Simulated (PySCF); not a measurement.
A calculated (M06-2X, PySCF 2.14, aug-cc-pwCVTZ-DK with one added diffuse shell each of s, p, d, f, g type, scalar relativity by spin-free X2C-1e) atom or ion has these occupied shells.

```json
{"shell": "1s β", "electrons": "1", "orbital energy (eV)": "-5996.5", "rms radius, mean of both spins (bohr)": "0.0735"}
{"shell": "1s α", "electrons": "1", "orbital energy (eV)": "-5996.4", "rms radius, mean of both spins (bohr)": "0.0735"}
{"shell": "2s α", "electrons": "1", "orbital energy (eV)": "-733.78", "rms radius, mean of both spins (bohr)": "0.318"}
{"shell": "2s β", "electrons": "1", "orbital energy (eV)": "-731.91", "rms radius, mean of both spins (bohr)": "0.318"}
{"shell": "2p α", "electrons": "3", "orbital energy (eV)": "-624.72", "rms radius, mean of both spins (bohr)": "0.287"}
{"shell": "2p β", "electrons": "3", "orbital energy (eV)": "-623.11", "rms radius, mean of both spins (bohr)": "0.287"}
{"shell": "3s α", "electrons": "1", "orbital energy (eV)": "-123.41", "rms radius, mean of both spins (bohr)": "0.955"}
{"shell": "3s β", "electrons": "1", "orbital energy (eV)": "-119.29", "rms radius, mean of both spins (bohr)": "0.955"}
{"shell": "3p α", "electrons": "3", "orbital energy (eV)": "-92.500", "rms radius, mean of both spins (bohr)": "1.02"}
{"shell": "3p β", "electrons": "3", "orbital energy (eV)": "-87.528", "rms radius, mean of both spins (bohr)": "1.02"}
{"shell": "3d α", "electrons": "3", "orbital energy (eV)": "-45.605", "rms radius, mean of both spins (bohr)": "1.21"}
```

Problem. Name the element and its charge.

Solution. Cr³⁺ (chromium, charge +3), in [Ar] 3d3, high-spin 4F determinant.
